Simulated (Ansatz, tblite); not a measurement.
Cost and result up the ladder for Ga₃N₃H₁₂, a cluster cut from wurtzite GaN (hydrogen-capped) (18 atoms). Charge 0, multiplicity 1. Geometry: PBE0-D4/def2-SVP.

```tsv
atom	x (Å)	y (Å)	z (Å)
N1	-1.5184	0.9321	-0.3809
Ga2	-1.5716	-1.0338	-0.7896
N3	-0.1897	-1.7467	0.4820
Ga4	0.1990	1.9664	-0.5059
N5	1.3879	0.9248	0.7336
Ga6	1.6913	-1.0425	0.4639
H7	-2.1431	1.3656	-1.0655
H8	-1.9743	1.1165	0.5145
H9	-2.9705	-1.5618	-0.2749
H10	-1.0371	-1.2391	-2.2497
H11	-0.5561	-1.7434	1.4356
H12	-0.1060	-2.7414	0.2573
H13	-0.0648	3.3609	0.1916
H14	0.7571	1.8032	-1.9625
H15	1.1296	1.1096	1.7045
H16	2.3122	1.3537	0.6422
H17	2.2714	-1.2491	-0.9785
H18	2.3830	-1.5749	1.7825
```

Ansatz on 4 threads of Arm Neoverse V2 on a shared host; xTB runs through tblite on one thread. Times are rough, summed over both states, and most runs start from the orbitals of an earlier one. PBE0-D4/def2-TZVP serves as the yardstick here, not as an exact answer. The other state is a doublet.

The xTB rows come from tblite.

Run but left out: PBE-D4/def2-TZVP (charge +1 doublet: an occupied level 0.11 eV above an empty one).

Raw xTB energies of ions are shifted by several eV.

| level | functions | vertical IE (eV) | difference from PBE0-D4/def2-TZVP (eV) |
| --- | --- | --- | --- |
| PBE0-D4/def2-TZVP (with forces) | 309 | 9.38 | 0.00 |
| GFN2-xTB | 51 | 13.44 | 4.06 |
| GFN1-xTB | 63 | 13.24 | 3.86 |
| HF/def2-TZVP | 309 | 9.61 | 0.23 |

(1) Estimate how long each takes.

Results:

(1) GFN2-xTB 0.018 s; GFN1-xTB 0.027 s; HF/def2-TZVP 40 s; PBE0-D4/def2-TZVP (with forces) 60 s. On shared hardware such times vary by a factor of up to 3.
